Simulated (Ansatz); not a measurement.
The same molecule with X = F, Cl, Br. Ansatz, PBE0-D4/def2-TZVP geometries, multiplicity 2. Each molecule was computed in one conformer, which needn't be the lowest.

Scalar relativity is left out up to krypton.

| X | molecule | mean X–Al bond length / Å | zero-point energy (PBE0-D4/def2-TZVP) / kJ/mol | size of the dipole moment (B3LYP/def2-TZVPP) / D | size of the dipole moment (PBE/def2-TZVPP) / D |
| --- | --- | --- | --- | --- | --- |
| Cl | `[NH2][Al][Cl]`• | 2.116 | 69.8 | 2.28 | 2.23 |
| Br | `[NH2][Al][Br]`• | 2.281 | 69.0 | 2.36 | 2.29 |

**Question.** Give the row for X = F, `[NH2][Al][F]`•. (An estimate is asked.)

**Answer.** Computed: 
```json
{"X": "F", "molecule": "`[NH2][Al][F]`•", "mean X–Al bond length / Å": "1.658", "zero-point energy (PBE0-D4/def2-TZVP) / kJ/mol": "71.8", "size of the dipole moment (B3LYP/def2-TZVPP) / D": "2.24", "size of the dipole moment (PBE/def2-TZVPP) / D": "2.20"}
```

From F to Br the mean X–Al bond length rises at each step, by 0.623 Å in all; the zero-point energy (PBE0-D4/def2-TZVP) falls at each step, by 2.8 kJ/mol in all. Bonds lengthen as the atom grows down the group. Dipoles are sizes alone, and their direction can turn along the series.

B3LYP here is the variant with VWN-RPA as its local correlation; programs differ in this.
